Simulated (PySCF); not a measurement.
# SMILES CC(C1=CC=C(SC)C=C1)=O, C$_{9}$H$_{10}$OS

Molfile (atoms numbered from 1):
```
C9H10OS
     RDKit          3D

 21 21  0  0  0  0  0  0  0  0999 V2000
    4.1569   -0.0502    0.3363 C   0  0  0  0  0  0  0  0  0  0  0  0
    3.0002   -1.4234    0.2448 S   0  0  0  0  0  0  0  0  0  0  0  0
    1.4384   -0.6356    0.1060 C   0  0  0  0  0  0  0  0  0  0  0  0
    0.3191   -1.4807    0.0205 C   0  0  0  0  0  0  0  0  0  0  0  0
   -0.9561   -0.9478   -0.0921 C   0  0  0  0  0  0  0  0  0  0  0  0
   -1.1561    0.4400   -0.1225 C   0  0  0  0  0  0  0  0  0  0  0  0
   -2.5003    1.0768   -0.2393 C   0  0  0  0  0  0  0  0  0  0  0  0
   -3.7099    0.1797   -0.3414 C   0  0  0  0  0  0  0  0  0  0  0  0
   -2.6155    2.2843   -0.2493 O   0  0  0  0  0  0  0  0  0  0  0  0
   -0.0361    1.2740   -0.0365 C   0  0  0  0  0  0  0  0  0  0  0  0
    1.2458    0.7539    0.0761 C   0  0  0  0  0  0  0  0  0  0  0  0
    3.9753    0.5775    1.2209 H   0  0  0  0  0  0  0  0  0  0  0  0
    5.1511   -0.5087    0.4277 H   0  0  0  0  0  0  0  0  0  0  0  0
    4.1343    0.5639   -0.5758 H   0  0  0  0  0  0  0  0  0  0  0  0
    0.4587   -2.5645    0.0436 H   0  0  0  0  0  0  0  0  0  0  0  0
   -1.8059   -1.6307   -0.1562 H   0  0  0  0  0  0  0  0  0  0  0  0
   -3.6315   -0.4940   -1.2087 H   0  0  0  0  0  0  0  0  0  0  0  0
   -3.8051   -0.4514    0.5562 H   0  0  0  0  0  0  0  0  0  0  0  0
   -4.6045    0.8053   -0.4428 H   0  0  0  0  0  0  0  0  0  0  0  0
   -0.2037    2.3532   -0.0604 H   0  0  0  0  0  0  0  0  0  0  0  0
    2.0937    1.4365    0.1404 H   0  0  0  0  0  0  0  0  0  0  0  0
  1  2  1  0
  2  3  1  0
  3  4  1  0
  4  5  2  0
  5  6  1  0
  6  7  1  0
  7  8  1  0
  7  9  2  0
  6 10  2  0
 10 11  1  0
 11  3  2  0
  1 12  1  0
  1 13  1  0
  1 14  1  0
  4 15  1  0
  5 16  1  0
  8 17  1  0
  8 18  1  0
  8 19  1  0
 10 20  1  0
 11 21  1  0
M  END
```

Computed, not measured: PySCF, quadratic response CAM-B3LYP/def2-SVPD first hyperpolarisability, Taylor convention, gas phase. Geometry: PBE0-D3(BJ)/def2-SVP.

Give the tensor of the second harmonic β(−2ω;ω,ω) at 1064 nm in the axes of these coordinates.

In au, Taylor convention; rows are the first index (the induced dipole):
```tsv
	xx	yy	zz	xy	xz	yz
x	+1919.1	+177.0	-44.2	-760.2	+177.6	-71.4
y	-756.1	+53.8	+60.9	+202.1	-71.5	+17.8
z	+176.8	+15.6	-13.8	-71.5	-35.1	+57.5
```
Norm of βᵢ = ⅓ Σⱼ (βᵢⱼⱼ + βⱼᵢⱼ + βⱼⱼᵢ): 2180.5 au, hyper-Rayleigh value 947.9 au.
